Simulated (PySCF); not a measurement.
Molecule: SMILES F[Si-](F)(F)(F)F, [F5Si]-.

Cartesian coordinates in Å; atom numbers follow the order of the lines, from 1:
```xyz
6

F     0.0929    1.5729   -0.4139
Si    0.0003    0.0004   -0.0040
F     0.6389   -0.5103    1.4034
F    -1.4428    0.2825    0.7534
F     1.4437   -0.2824   -0.7613
F    -0.7299   -1.0612   -0.9992
```

Total charge -1.

Frames of a GFN2-xTB Langevin trajectory at 600 K; GIAO PBE0/pcSseg-1 shieldings in PySCF 2.14, gas phase, non-relativistic; equivalent atoms averaged within each frame.

References, each an isolated molecule treated in the same way: 19F (σ = 170.95 ppm) vs CFCl3; 29Si (σ = 349.16 ppm) against TMS. The references are static minima.

**Question.** How do the shifts (ppm) fluctuate along the trajectory?

**Answer.** 
```tsv
time (fs)	F1/F3/F4/F5/F6	Si2
optimised geometry	-158.1	-137.3
250	-145.8	-132.0
425	-146.3	-132.6
625	-148.4	-133.9
800	-144.8	-132.4
1000	-152.7	-135.8
mean of frames	-147.6	-133.4
standard deviation	3.1	1.5
```

5 frames give an uncertainty of the mean of about the standard deviation over 2.2 at best, since frames this close in time may not be independent; classical motion lacks zero-point vibration, and the reference would need the same averaging.
